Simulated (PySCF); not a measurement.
**ECD: `O[SiH2][Si@H]1C[C@@H]1Cl`, C₂H₇ClOSi₂**

Molfile (atoms numbered from 1):
```
C2H7ClOSi2
     RDKit          3D

 13 13  0  0  0  0  0  0  0  0999 V2000
    2.6892   -0.7203   -1.4407 O   0  0  0  0  0  0  0  0  0  0  0  0
    1.9233   -0.0896   -0.1528 Si  0  0  0  0  0  4  0  0  0  0  0  0
   -0.3271   -0.0155   -0.5907 Si  0  0  1  0  0  4  0  0  0  0  0  0
   -1.5803   -0.4669    0.7627 C   0  0  0  0  0  0  0  0  0  0  0  0
   -1.4467    1.0270    0.5450 C   0  0  2  0  0  0  0  0  0  0  0  0
   -2.8744    1.8433   -0.0934 Cl  0  0  0  0  0  0  0  0  0  0  0  0
    2.6160   -1.6296   -1.7131 H   0  0  0  0  0  0  0  0  0  0  0  0
    2.5860    1.2070   -0.0641 H   0  0  0  0  0  0  0  0  0  0  0  0
    2.2224   -0.8967    1.0384 H   0  0  0  0  0  0  0  0  0  0  0  0
   -0.9629   -0.1517   -1.9030 H   0  0  0  0  0  0  0  0  0  0  0  0
   -2.5352   -0.8899    0.4868 H   0  0  0  0  0  0  0  0  0  0  0  0
   -1.2579   -0.8204    1.7330 H   0  0  0  0  0  0  0  0  0  0  0  0
   -1.0568    1.6039    1.3743 H   0  0  0  0  0  0  0  0  0  0  0  0
  1  2  1  0
  2  3  1  0
  3  4  1  0
  4  5  1  0
  5  6  1  0
  5  3  1  0
  1  7  1  0
  2  8  1  0
  2  9  1  0
  3 10  1  6
  4 11  1  0
  4 12  1  0
  5 13  1  1
M  END
```

Theory: TDDFT BHandHLYP/def2-SVPD circular dichroism and optical rotation, one conformer, gas phase (PySCF). Geometry: GFN2-xTB.

The molecule is flexible and this is one conformer; a measurement averages over conformers.

Question: What are the CIP labels of the stereocentres?

Answer: Si3 S, C5 S.

Question: Which excitations and rotatory strengths does the calculation give?

Answer: Rotatory strengths R in 10⁻⁴⁰ esu² cm², velocity form and length form (origin at the centre of mass); f in length form.
```tsv
state	E (eV)	λ (nm)	f	R (velocity)	R (length)	main
1	5.10	243	0.059	+14.3	+14.0	HOMO→LUMO 0.85
2	5.80	214	0.131	+33.1	+31.7	HOMO→LUMO+1 0.60, HOMO−1→LUMO 0.29
3	5.83	213	0.066	-2.9	-2.7	HOMO−1→LUMO 0.54, HOMO→LUMO+1 0.29
4	6.42	193	0.004	-1.5	-1.5	HOMO→LUMO+4 0.55, HOMO→LUMO+2 0.14
5	6.61	188	0.058	-54.9	-51.4	HOMO−1→LUMO+1 0.64, HOMO−2→LUMO 0.11
6	6.86	181	0.025	+17.9	+16.3	HOMO−2→LUMO 0.38, HOMO−1→LUMO+1 0.14
7	6.87	180	0.003	+2.9	+2.2	HOMO→LUMO+2 0.52, HOMO→LUMO+4 0.16
8	7.12	174	0.012	-19.8	-18.9	HOMO→LUMO+3 0.77
9	7.39	168	0.007	-8.8	-8.3	HOMO−1→LUMO+4 0.31, HOMO−3→LUMO 0.23
10	7.48	166	0.012	-57.2	-54.9	HOMO−2→LUMO+1 0.23, HOMO−3→LUMO 0.18
11	7.57	164	0.016	+33.6	+32.6	HOMO−2→LUMO+1 0.31, HOMO−3→LUMO+1 0.13
12	7.68	161	0.006	+20.5	+20.9	HOMO−4→LUMO 0.51, HOMO−1→LUMO+4 0.13
```

Among the states computed, the strongest CD band (largest |R|) is state 10. The largest dissymmetry factor in size, g = 4R/(D+G), with D and G the electric and magnetic dipole strengths, is -0.049 for state 10 (velocity form, f = 0.013), among bands with |R| over 0.5. The mirror image has the same energies and oscillator strengths and all R with the opposite sign.
